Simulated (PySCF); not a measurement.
# The first ionisation energy along the 4d series

All values are computed (PySCF 2.14, energy differences of UHF-based or UKS calculations, no spin-orbit coupling). Values in eV. The last column holds reference values (NIST; (s) semi-empirical, (t) theoretical, else measured). Unmarked ones compare directly (S terms, centres of terms, or small fine structure); those marked * lie between the lowest fine-structure levels and include a spin-orbit shift.

| element | configurations | UHF | MP2 (valence) | SCS-MP2 (valence) | reference |
| --- | --- | --- | --- | --- | --- |
| Zr (def2-SVP with the def2 core potential (28 electrons), ECP) | [Kr] 4d2 5s2 → [Kr] 4d2 5s1 | 5.193 | 5.911 | 6.057 | 6.639 |
| Nb (def2-SVP with the def2 core potential (28 electrons), ECP) | [Kr] 4d4 5s1 → [Kr] 4d4 | 6.030 | 6.374 | 6.144 | 6.776 |
| Mo (def2-SVP with the def2 core potential (28 electrons), ECP) | [Kr] 4d5 5s1 → [Kr] 4d5 | 6.301 | 6.699 | 6.434 | 7.092 |
| Tc (def2-SVP with the def2 core potential (28 electrons), ECP) | [Kr] 4d5 5s2 → [Kr] 4d5 5s1 | 5.544 | 6.447 | 6.637 | 7.119 |
| Ru (def2-SVP with the def2 core potential (28 electrons), ECP) | [Kr] 4d7 5s1 → [Kr] 4d7 | 6.335 | 6.913 | 6.738 | 7.365 |
| Rh (def2-SVP with the def2 core potential (28 electrons), ECP) | [Kr] 4d8 5s1 → [Kr] 4d8 | 6.307 | 6.909 | 6.772 | 7.479 |
| Pd (def2-SVP with the def2 core potential (28 electrons), ECP) | [Kr] 4d10 → [Kr] 4d9 | 6.270 | 7.893 | 7.719 | 8.512 |
| Ag (def2-SVP with the def2 core potential (28 electrons), ECP) | [Kr] 4d10 5s1 → [Kr] 4d10 | 6.358 | 7.018 | 6.920 | 7.576 |
| Cd (def2-SVP with the def2 core potential (28 electrons), ECP) | [Kr] 4d10 5s2 → [Kr] 4d10 5s1 | 7.337 | 8.408 | 8.420 | 8.994 |

Question: Which of these methods has the smallest mean absolute error against the measured values here?

Answer: MP2 (valence), with 0.553 eV.

```tsv
method	elements	mean error (eV)	mean absolute error (eV)	largest error (eV)
UHF	9	-1.320	1.320	-2.242
MP2 (valence)	9	-0.553	0.553	-0.727
SCS-MP2 (valence)	9	-0.635	0.635	-0.794
```

Errors include the incompleteness of the basis and the frozen core.

"Valence" correlates the outer s and p shells and, in groups 3 to 12 and the f block, the outer d or f shell, open or full, or the next shell where the ion has no valence electron left; the wider scheme adds the next inner shell.
